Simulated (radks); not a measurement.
Ba III, configuration [Kr] 4d9.5 5s2 5p6 6s0.5 (fractional occupations, a model configuration).

Calculated with a radial shooting solver on a logarithmic mesh with Libxc functionals: Dirac Kohn-Sham, LDA (Slater exchange, Perdew-Wang correlation), spin-unpolarised, spherical densities, point nucleus; open shells fill j = l - 1/2 first.

Energy parts (eV):
| part | energy |
|---|---|
| total | -221250.71 |
| kinetic | 236152.50 |
| electron-nucleus | -537234.01 |
| Hartree | 85032.44 |
| exchange-correlation | -5201.64 |

Orbitals (lengths in bohr, moments of r in powers of bohr; r(max) is where P^2 peaks):
1s1/2: occ. 2; eigenvalue (eV) -37211.53; r(max) 0.01644
2s1/2: occ. 2; eigenvalue (eV) -5898.559; r(max) 0.09311
2p1/2: occ. 2; eigenvalue (eV) -5559.990; r(max) 0.07108
2p3/2: occ. 4; eigenvalue (eV) -5178.756; r(max) 0.07616
3s1/2: occ. 2; eigenvalue (eV) -1261.092; r(max) 0.2668
3p1/2: occ. 2; eigenvalue (eV) -1118.764; r(max) 0.2533
3p3/2: occ. 4; eigenvalue (eV) -1045.083; r(max) 0.2644
3d3/2: occ. 4; eigenvalue (eV) -794.5324; r(max) 0.2131
3d5/2: occ. 6; eigenvalue (eV) -778.8040; r(max) 0.2162
4s1/2: occ. 2; eigenvalue (eV) -262.7326; r(max) 0.6246
4p1/2: occ. 2; eigenvalue (eV) -210.8687; r(max) 0.6361
4p3/2: occ. 4; eigenvalue (eV) -195.2610; r(max) 0.6604
4d3/2: occ. 4; eigenvalue (eV) -110.2834; r(max) 0.6883
4d5/2: occ. 5.5; eigenvalue (eV) -107.6085; r(max) 0.6964
5s1/2: occ. 2; eigenvalue (eV) -49.5799; r(max) 1.448
5p1/2: occ. 2; eigenvalue (eV) -35.5129; r(max) 1.587
5p3/2: occ. 4; eigenvalue (eV) -33.1827; r(max) 1.654
5d3/2: occ. 0; eigenvalue (eV) -14.9403; r(max) 2.206
5d5/2: occ. 0; eigenvalue (eV) -14.7191; r(max) 2.236
6s1/2: occ. 0.5; eigenvalue (eV) -13.7285; r(max) 3.494
6p1/2: occ. 0; eigenvalue (eV) -10.4504; r(max) 4.078
6p3/2: occ. 0; eigenvalue (eV) -10.0628; r(max) 4.225
7s1/2: occ. 0; eigenvalue (eV) -5.9441; r(max) 7.220

The highest occupied level is 6s1/2 at -13.728 eV. The configuration is held as typed, so some empty levels lie below it. Summed over all electrons, <r^2> = 50.02 bohr^2, which gives a Langevin (diamagnetic) susceptibility term of -39.6 x 10^-6 cm^3/mol.
